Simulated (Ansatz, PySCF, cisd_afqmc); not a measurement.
System: GeBr$_{2}$, charge 0, singlet. GeBr2 (SMILES [Br][Ge][Br]).
B3LYP-D3(BJ)/def2-TZVP minimum from Ansatz (a first-principles code):
```xyz
3

Ge    -0.0024    -0.0017     1.0279
Br     1.0252    -1.5196    -0.4700
Br    -1.0230     1.5212    -0.4697
```

Atomisation energy term by term, kcal/mol (programs: Ansatz, cisd_afqmc). UHF or UKS for unpaired electrons; spin-orbit terms are left out. Correlated methods leave the cores frozen (noble-gas shells, and filled d and f shells in the p block). No relativity. AFQMC/CISD: phaseless, guided by CISD from CCSD amplitudes; bars are statistical, one sigma. Outlying blocks are dropped, and bars are widened where a walk drifts. Over all cases where full CI ran beside it in this data, AFQMC minus full CI had a median of +0.1 mEh and passed +0.4 mEh in a tenth of the cases. CBS(X,Y): correlation extrapolated as X^-3, Hartree-Fock from the larger set (Q,5: extrapolated as (X+1)exp(-9√X)). A bracket is a step between two methods taken in the basis named. Spin-orbit terms, left out, reach several kcal/mol for Br and I, and more for heavier atoms.

```csv
term,basis,kcal/mol
Hartree-Fock,"CBS(cc-pVQZ,cc-pV5Z)",109.78
CCSD correlation,"CBS(cc-pVQZ,cc-pV5Z)",52.59
(T),"CBS(cc-pVQZ,cc-pV5Z)",7.28
CCSDT(Q) - CCSD(T),cc-pVTZ,0.33
CCSDTQ - CCSDT(Q),cc-pVDZ,-0.05
minus zero-point energy,Hessian by PySCF at B3LYP-D3(BJ)/def2-TZVP,-0.93
sum: D0,,169.0
```

The step beyond CCSD(T) by other levels: CCSDTQ in cc-pVDZ 0.57; AFQMC/CISD in cc-pVDZ 0.52 ± 0.26; CCSDT(Q) in cc-pVDZ 0.63 kcal/mol.
